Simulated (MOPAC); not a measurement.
Job for MOPAC: PM7 on GeF, 2S+1 = 2, a spin state set in the input, which need not be the lowest, a point of a bond scan (R = 1.808 Å).

```
PM7 1SCF PRECISE CHARGE=0 UHF MS=0.5 THREADS=1
FGe

F      0.00000000 1     0.00000000 1     0.00000000 1
Ge     0.00000000 1     0.00000000 1     1.80838400 1
```

The log:

```
*******************************************************************************
 **                                                                           **
 **                              MOPAC v23.2.5                                **
 **                                                                           **
 *******************************************************************************
 ** MOPAC's Digital Object Identifier: https://doi.org/10.5281/zenodo.6511958 **
 **                                                                           **
 ** Please cite the open-source release paper for use of this MOPAC version:  **
 ** J. E. Moussa and J. J. P. Stewart (2026)                                  **
 ** MOPAC: An open-source semiempirical molecular orbital program             **
 ** J. Open Source Softw., 11(119), 8025, https://doi.org/10.21105/joss.08025 **
 *******************************************************************************

                              PM7 CALCULATION RESULTS

 *******************************************************************************
 *  PM7        - The PM7 Hamiltonian to be used
 *  UHF        - UNRESTRICTED HARTREE-FOCK CALCULATION
 *
 *
 *
 *                 CHARGE ON SYSTEM = 0
 *
 *
 *
 *  MS=        - IN MECI, MAGNETIC COMPONENT OF SPIN =  0.5
 *  PRECISE    - TIGHTER CRITERIA TO BE USED
 *  1SCF       - DO 1 SCF AND THEN STOP
 *  THREADS=1  - MULTI-THREADING NOT USED
 *  T=         - A TIME OF 172800.0 SECONDS REQUESTED
 *  DUMP=N     - RESTART FILE WRITTEN EVERY 7200.0 SECONDS REQUESTED
 *******************************************************************************
PM7 1SCF PRECISE CHARGE=0 UHF MS=0.5 THREADS=1
 FGe

   ATOM   CHEMICAL          X               Y               Z
  NUMBER   SYMBOL      (ANGSTROMS)     (ANGSTROMS)     (ANGSTROMS)

     1       F          0.00000000  *   0.00000000  *   0.00000000  *
     2      Ge          0.00000000  *   0.00000000  *   1.80838400  *



          CARTESIAN COORDINATES

    NO.       ATOM           X           Y           Z

     1         F          0.0000      0.0000      0.0000
     2        Ge          0.0000      0.0000      1.8084

 General Reference for PM7:
 "Optimization of Parameters for Semiempirical Methods VI: More Modifications to the
 NDDO Approximations and Re-optimization of Parameters", J. J. P. Stewart, J. Mol. Mod., 1:32, 19 (2013)
 https://link.springer.com/article/10.1007/s00894-012-1667-x

           Empirical Formula: F Ge  =     2 atoms



      MOLECULAR POINT GROUP   :   C*v


          UHF CALCULATION, NO. OF ALPHA ELECTRONS =    6
                           NO. OF BETA  ELECTRONS =    5

 -------------------------------------------------------------------------------
 PM7 1SCF PRECISE CHARGE=0 UHF MS=0.5 THREADS=1
 FGe



     1SCF WAS SPECIFIED, SO BFGS WAS NOT USED
     SCF FIELD WAS ACHIEVED


                              PM7 CALCULATION
                                                       MOPAC v23.2.5 Linux




          FINAL HEAT OF FORMATION =         -8.39568 KCAL/MOL =     -35.12753 KJ/MOL


          COSMO AREA              =         83.44 SQUARE ANGSTROMS
          COSMO VOLUME            =         69.96 CUBIC ANGSTROMS

          IONIZATION POTENTIAL    =          6.649405 EV
          ALPHA SOMO LUMO (EV)    =         -6.649 -1.157
          BETA  SOMO LUMO (EV)    =        -11.300 -0.778
          NO. OF ALPHA ELECTRONS  =          6
          NO. OF BETA  ELECTRONS  =          5
          MOLECULAR WEIGHT        =         91.5884         POINT GROUP:  C*v

          MOLECULAR DIMENSIONS (Angstroms)

            Atom       Atom       Distance
           Ge     2    F     1     1.80838
           Ge     2    F     1     0.00000
            F     1   Ge     2     0.00000


          SCF CALCULATIONS        =          1





   ATOM   CHEMICAL          X               Y               Z
  NUMBER   SYMBOL      (ANGSTROMS)     (ANGSTROMS)     (ANGSTROMS)

     1       F          0.00000000  *   0.00000000  *   0.00000000  *
     2      Ge          0.00000000  *   0.00000000  *   1.80838400  *

                             CARTESIAN COORDINATES

   1    F        0.000000000     0.000000000     0.000000000
   2   Ge        0.000000000     0.000000000     1.808384000


           Empirical Formula: F Ge  =     2 atoms



      MOLECULAR POINT GROUP   :   C*v


          ALPHA EIGENVALUES
 -35.62536 -16.77095 -12.98463 -12.64010 -11.42762  -6.64940  -1.15702   0.69692


           BETA EIGENVALUES
 -35.60016 -16.13776 -12.79421 -12.66233 -11.30009  -0.77834  -0.04817   1.04067


              NET ATOMIC CHARGES AND DIPOLE CONTRIBUTIONS

  ATOM NO.   TYPE          CHARGE      No. of ELECS.   s-Pop       p-Pop
    1          F          -0.619552        7.6196     1.95741     5.66214
    2         Ge           0.619552        3.3804     1.95351     1.42694
 DIPOLE           X         Y         Z       TOTAL
 POINT-CHG.     0.000     0.000     5.381     5.381
 HYBRID        -0.000     0.000    -1.043     1.043
 SUM           -0.000     0.000     4.338     4.338


          ATOMIC ORBITAL ELECTRON POPULATIONS

     Atom    s        px        py        pz
    1  F   1.95741   1.97471   1.93175   1.75567
    2 Ge   1.95351   1.02529   0.06825   0.33340


                    (SZ)    =    0.500000
                    (S**2)  =    0.750560


          ATOMIC ORBITAL SPIN POPULATIONS

    Atom   Total    s     px     py     pz
         Atomic
    1  F  0.0077 -0.000  0.025 -0.004 -0.013
    2 Ge  0.9923  0.001  0.975  0.004  0.012

 **********************
 *                    *
 * JOB ENDED NORMALLY *
 *                    *
 **********************




 == MOPAC DONE ==
```

The run finished.

Cost: about 0.03 core-seconds (a rough figure).
